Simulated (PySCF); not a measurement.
Species: C7H13PSi.
Structure used (GFN2-xTB), in Å, numbered top down from 1:
```xyz
22
C7H13PSi angstrom
C     -3.100   -0.158   -0.592
C     -2.282    0.276    0.624
C     -0.870   -0.188    0.495
C     -0.274   -1.177    1.188
C      1.094   -1.421    0.818
C      1.579   -0.630   -0.165
Si     3.289   -0.694   -0.926
P      0.234    0.404   -0.830
C      0.710    2.051   -0.120
H     -4.122    0.208   -0.520
H     -2.648    0.238   -1.501
H     -3.120   -1.243   -0.666
H     -2.307    1.368    0.695
H     -2.722   -0.134    1.536
H     -0.752   -1.729    1.985
H      1.683   -2.172    1.323
H      3.214   -1.268   -2.272
H      4.153   -1.507   -0.068
H      3.828    0.669   -1.021
H      1.563    2.432   -0.678
H      0.966    1.957    0.934
H     -0.127    2.737   -0.241
```

Probes without a nucleus sit at each ring's centroid and 1 Å off its mean plane on both sides; NICS is minus the shielding there, NICSzz its component along the normal. Level: GIAO PBE0/pcSseg-1 (PySCF, non-relativistic, gas phase) on the GFN2-xTB geometry, one conformer.

Ring bond lengths (Å), with Mayer bond orders in brackets: C3–C4 1.347 (1.71), C4–C5 1.438 (1.15), C5–C6 1.351 (1.73), C6–P8 1.822 (0.95), P8–C3 1.823 (0.95).

Problem. What do the NICS probes read (ppm)?

Solution. 
```
          ring                                                           type  NICS(0)  NICS(1), two faces  NICS(1)zz, two faces  rms pucker (Å)  centre to ring atoms, mean (Å)
C3–C4–C5–C6–P8  5-membered ring with P; bonds drawn aromatic by RDKit's count     -3.2         -5.8 / -5.6          -11.0 / -9.1            0.04                            1.32
```

Problem. What can be read from them?

Solution. 
- C3–C4–C5–C6–P8: mean NICS(1)zz -10.1 ppm, shielded. A hydrogen on C9, outside the ring, lies 1.88 Å from a NICS(1) probe.

Problem. What does the geometric index give? HOMA takes Krygowski's 1993 parameters.

Solution. 
- C3–C4–C5–C6–P8: HOMA -0.02; the largest term is that of P8–C3, α(R − Ropt)² = 1.86.

Problem. What field does 7.05 T along the ring normal induce along that normal at the second NICS(1) probe listed for ring C3–C4–C5–C6–P8, 1 Å off the ring?

Solution. NICSzz × B0 = -9.1 ppm × 7.05 T = -64 μT, against the applied field.

Problem. What are the shieldings of the ring atoms and their hydrogens in the same run (means over atoms taken as equivalent)?

Solution. 
```csv
atoms,environment,σ isotropic (ppm),"principal values of the symmetric part, first atom (ppm)"
C3,unsaturated ring carbon,0.6,"-100.2, -40.4, 142.4"
C4,unsaturated ring CH carbon,48.7,"-39.1, 57.6, 127.5"
C5,unsaturated ring CH carbon,30.7,"-70.7, 32.7, 130.2"
C6,unsaturated ring carbon,36.3,"-61.2, 3.9, 166.0"
P8,ring phosphorus,331.5,"253.6, 309.2, 431.8"
H15,hydrogen on carbon,24.82,"22.7, 23.6, 28.1"
H16,hydrogen on carbon,24.30,"21.7, 23.4, 27.8"
```
